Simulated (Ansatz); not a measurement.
Ansatz (a quantum-chemistry and plane-wave program) input (MP2/LANL2DZ): The .json file is the Basis Set Exchange's LANL2DZ.

Ansatz 0.2 input:
```yaml
crystal:
  periodic: [false, false, false]
  atoms:
    - {symbol: Sb, position_ang: [-0.01602737, -0.01947852, 0.03811055]}
    - {symbol: H, position_ang: [-0.53320809, 1.26927154, -0.97307230]}
    - {symbol: H, position_ang: [1.35060378, -0.27586713, -0.97056559]}
basis:
  gaussian:
    orbitals: LANL2DZ.json
magnetization: {spin_polarized: true, initial_magnetization: 1}
correlation: {method: mp2, electrons: outside_noble_gas}
```

Output:

```
WARN ansatz: RAYON_NUM_THREADS=1 ignored (pool sized by the plan → 1); use --threads N
Functional definition: HF
integrals: 0.00 GiB planned
163 factors; integrals over basis functions are off by at most 2.3e-4 eV
mean field: 0.04 GiB planned
mean field evaluation 1: about -172.9191 eV, gradient 3.7e0 eV
mean field evaluation 2: about -172.9132 eV, gradient 3.7e0 eV
mean field evaluation 4: about -173.0977 eV, gradient 4.2e-1 eV
mean field evaluation 8: about -173.1044 eV, gradient 5.4e-3 eV
mean field -173.10442250 eV, -6.3614701925 hartree, gradient 9.2e-6 eV, S^2 0.760326; 0 other end points of the search recorded, 0 dependent functions left out
reference -173.10442250 eV, -6.3614701925 hartree; 4, 3 occupied and 8, 9 virtual orbitals, 163 factors
second order -1.00957730 eV of doubles, -0.00000000 eV of singles
Total energy: -174.11399980 eV, -6.3985714739 hartree
```
